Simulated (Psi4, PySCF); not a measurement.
H3FOSeSi, singlet, geometry from GFN2-xTB, atoms displaced at random by about 0.03 Å a coordinate. Base run: TPSS/STO-3G, gradient run with PySCF.

PySCF was given this input:
```python
from pyscf import gto, scf, dft

mol = gto.M(
    atom='''
Se   -0.15409626    0.50965531    0.87255048
F    -1.88544211    0.17248413    0.06991849
O     0.75320549   -0.65587909   -0.06172210
Si    1.06123512   -0.77597055   -1.70220577
H    -0.17137970   -0.99971975   -2.41513265
H     1.94965508   -1.90141908   -1.57076107
H     1.68118151    0.43581648   -2.11813562
''',
    basis='sto-3g',
    verbose=3,
)

mf = dft.RKS(mol)
mf.xc = 'tpss'
mf.kernel()
g = mf.nuc_grad_method()
grad = g.kernel()
```

Programs used: Psi4, PySCF; a row that names a program was run with it.

The coordinate followed is y of atom 4.

Variants of this job, named by their change:

```csv
change,dE/dx (Eh/bohr),net force (Eh/bohr)
base,-0.006155,0.000112
finite difference step (bohr) = 1e-4; conv_tol = 1e-11,-0.006158,-
finite difference step (bohr) = 0.01; conv_tol = 1e-11,-0.006156,-
finite difference step (bohr) = 0.05; conv_tol = 1e-11,-0.006103,-
code = psi4,-0.006159,0.000563
finite difference step (bohr) = 1e-3; conv_tol = 1e-11,-0.006158,-
conv_tol = 1e-6,-0.006163,0.000112
grids.level = 5; grid_response = off,-0.006152,0.000072
grids.level = 1; grid_response = on,-0.006412,0.000000
conv_tol = 1e-11,-0.006155,0.000112
density fitting = on; auxbasis_response = off,-0.006129,0.003171
conv_tol = 1e-4,-0.006240,0.000112
```

The net force is zero for an exact gradient.
